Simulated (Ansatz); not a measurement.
Molecule: C4H10Be (charge 0, singlet). 
Coordinates optimised at B3LYP-D3(BJ)/def2-TZVP (Ansatz, a program for electronic structure):
SMILES: C[CH2][Be][CH2]C
```xyz
15

Be     0.0000     0.0000     0.0000
C     -0.2735    -0.5904     1.5565
C      0.0569    -2.0805     1.7789
H     -1.3238    -0.4103     1.8228
H      0.3000     0.0165     2.2700
H     -0.1422    -2.3993     2.8058
H     -0.5320    -2.7259     1.1225
H      1.1088    -2.2946     1.5745
C      0.2735     0.5904    -1.5565
C     -0.0569     2.0805    -1.7789
H     -0.3000    -0.0165    -2.2700
H      1.3238     0.4103    -1.8228
H      0.1422     2.3993    -2.8058
H     -1.1088     2.2946    -1.5745
H      0.5320     2.7259    -1.1225
```

Basis-set convergence of Hartree-Fock and MP2 correlation energies (hartree) with Ansatz. Valence correlation only, unless marked. No spin-orbit coupling. No relativistic terms.

```csv
basis,functions,E(HF),"E(corr, MP2)"
def2-SVP,115,-171.79679,-0.61099
def2-TZVPP,283,-171.98538,-0.75299
def2-QZVPP,564,-171.99585,-0.80249
```

Extrapolating the two largest sets (X = 3 and 4) as X^-3: E(corr) = (64·(-0.80249) - 27·(-0.75299))/37 = -0.8386 Eh, an estimate of the basis-set limit. The largest set recovers 95.7 % of it, the smallest 72.9 %.
